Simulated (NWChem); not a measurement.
The numbers come from NWChem runs, not from measurements. System: H4ClFOSi2, charge 0, spin multiplicity 1, at a geometry optimised with PBE0/def2-SVP. The structure started from a generated list of species. Level: RI-MP2/cc-pVDZ, 17 core orbitals frozen.

Input file:

```
start mol
memory heap 200 mb stack 800 mb global 1000 mb
geometry units angstroms nocenter noautoz noautosym
  F      1.138946     1.062650     1.417513
  Si     0.597533    -0.292415     0.735059
  Cl     1.605582    -0.516114    -1.035403
  O     -0.997200    -0.155035     0.454615
  Si    -2.219490     0.327106    -0.579071
  H      0.875609    -1.420379     1.638574
  H     -2.199329     1.810500    -0.724275
  H     -3.508810    -0.111174     0.020362
  H     -2.027895    -0.314236    -1.911183
end
basis spherical
  * library cc-pvdz
end
basis "ri-mp2 basis" spherical
  * library cc-pvdz-ri
end
scf
  rhf
  nopen 0
  maxiter 100
  thresh 1e-7
  semidirect memsize 60000000 filesize 0
end
mp2
  freeze core 17
end
task rimp2 energy
```

NWChem printed:

```
             Northwest Computational Chemistry Package (NWChem) 7.3.0
             --------------------------------------------------------

                                NWChem Input Module
                                -------------------

 Scaling coordinates for geometry "geometry" by  1.889725989
 (inverse scale =  0.529177249)

                             Geometry "geometry" -> ""
                             -------------------------

 Output coordinates in angstroms (scale by  1.889725989 to convert to a.u.)

  No.       Tag          Charge          X              Y              Z
 ---- ---------------- ---------- -------------- -------------- --------------
    1 F                    9.0000     1.13894600     1.06265000     1.41751300
    2 Si                  14.0000     0.59753300    -0.29241500     0.73505900
    3 Cl                  17.0000     1.60558200    -0.51611400    -1.03540300
    4 O                    8.0000    -0.99720000    -0.15503500     0.45461500
    5 Si                  14.0000    -2.21949000     0.32710600    -0.57907100
    6 H                    1.0000     0.87560900    -1.42037900     1.63857400
    7 H                    1.0000    -2.19932900     1.81050000    -0.72427500
    8 H                    1.0000    -3.50881000    -0.11117400     0.02036200
    9 H                    1.0000    -2.02789500    -0.31423600    -1.91118300

 Effective nuclear repulsion energy (a.u.)     371.1068364699

            Nuclear Dipole moment (a.u.)
            ----------------------------
        X                 Y               Z
 ---------------- ---------------- ----------------
    -0.0000283459     0.0000321253    -0.0000075589


 Summary of "ao basis" -> "" (spherical)
 ------------------------------------------------------------------------------
       Tag                 Description            Shells   Functions and Types
 ---------------- ------------------------------  ------  ---------------------
 *                          cc-pvdz                   on all atoms

 Summary of "ri-mp2 basis" -> "" (spherical)
 ------------------------------------------------------------------------------
[...]
 ---------------- ------------------------------  ------  ---------------------
 F                         cc-pvdz-ri               18       56   7s5p4d2f
 Si                        cc-pvdz-ri               24       76   9s7p5d3f
 Cl                        cc-pvdz-ri               24       76   9s7p5d3f
 O                         cc-pvdz-ri               18       56   7s5p4d2f
 H                         cc-pvdz-ri                6       14   3s2p1d

 SCF Reference Information:
            File: './mol.movecs'
           Title: ''
    Size (AOxMO):    102 x    102
       Total Occ:              66.00
 RI-MP2 Calculation Information:
          Nr. of AO basis functions:        102
     Nr. of fitting basis functions:        396
               Nr. of MO spin cases:          1
        Nr. of MOs to be correlated:         85
     Nr. of occupied MOs correlated:         16
      Nr. of virtual MOs correlated:         69

          RI integral approximation: 'V'
    Threshold for Schwarz screening:  1.000E-09
 Smallest eigenvalue retained in fit  1.000E-08
    Type of storage for MO integrals 'EAF library'

 Transformation block size   16, requiring     1 integral passes.
 XForm_3cInts: Completed     1:   16 pass.
 Energy evaluation using block sizes    16   16
 RIMP2_V_E2: Approx. ints. done (    1:   16,    1:   16)
 RIMP2_V_E2: Copy to B done (    1:   16,    1:   16)
 RIMP2_V_E2: Denominators done (    1:   16,    1:   16)
 RIMP2_V_E2: Completed block (    1:   16,    1:   16)

          -------------------------------------------
          SCF energy               -1214.199777625531
          Correlation energy          -0.695080213970
          Total MP2 energy         -1214.894857839502
          -------------------------------------------

 -----------------------
 Performance information
 -----------------------

 Timer overhead =  1.58D-07 seconds/call

               Nr. of calls         CPU time (s)                 Wall time (s)                GFlops
             ---------------    -------------------     ------------------------------   -------------------
Name         Min   Avg   Max    Min     Avg     Max     Min     Avg     Max   Mx/calls   Min     Max     Sum
Overall       1     1     1    19.     19.     19.      19.     19.     19.     19.      0.0     0.0     0.0
3c integr     1     1     1    1.6     1.6     1.6      1.6     1.6     1.6     1.6      0.0     0.0     0.0
Energy        1     1     1   0.23    0.23    0.23     0.23    0.23    0.23    0.23      0.0     0.0     0.0
3c integr     1     1     1    1.6     1.6     1.6      1.6     1.6     1.6     1.6      0.0     0.0     0.0
First 2/3     3     3     3   1.32E-2 1.32E-2 1.32E-2  1.32E-2 1.32E-2 1.32E-2 4.39E-3   0.0     0.0     0.0
Final 1/3     1     1     1   1.79E-2 1.79E-2 1.79E-2  1.79E-2 1.79E-2 1.79E-2 1.79E-2   0.0     0.0     0.0
Write 3c      1     1     1   1.77E-3 1.77E-3 1.77E-3  1.77E-3 1.77E-3 1.77E-3 1.77E-3   0.0     0.0     0.0
Read 3c i     1     1     1   1.29E-3 1.29E-3 1.29E-3  1.29E-3 1.29E-3 1.29E-3 1.29E-3   0.0     0.0     0.0
Fitting b     1     1     1   0.22    0.22    0.22     0.22    0.22    0.22    0.22      0.0     0.0     0.0
Schwarz i     1     1     1   5.09E-2 5.09E-2 5.09E-2  5.09E-2 5.09E-2 5.09E-2 5.09E-2   0.0     0.0     0.0
Form 4ci      1     1     1   5.69E-2 5.69E-2 5.69E-2  5.69E-2 5.69E-2 5.69E-2 5.69E-2   0.0     0.0     0.0
Form A &      1     1     1   0.16    0.16    0.16     0.16    0.16    0.16    0.16      0.0     0.0     0.0
Denominat     1     1     1   1.33E-3 1.33E-3 1.33E-3  1.33E-3 1.33E-3 1.33E-3 1.33E-3   0.0     0.0     0.0
Pair Ener     1     1     1   4.76E-3 4.76E-3 4.76E-3  4.76E-3 4.76E-3 4.76E-3 4.76E-3   0.0     0.0     0.0

 The average no. of pstat calls per process was 1.60D+01
 with a timing overhead of 2.54D-06s

 Task  times  cpu:       19.0s     wall:       19.0s

 Total times  cpu:       19.0s     wall:       19.0s
```
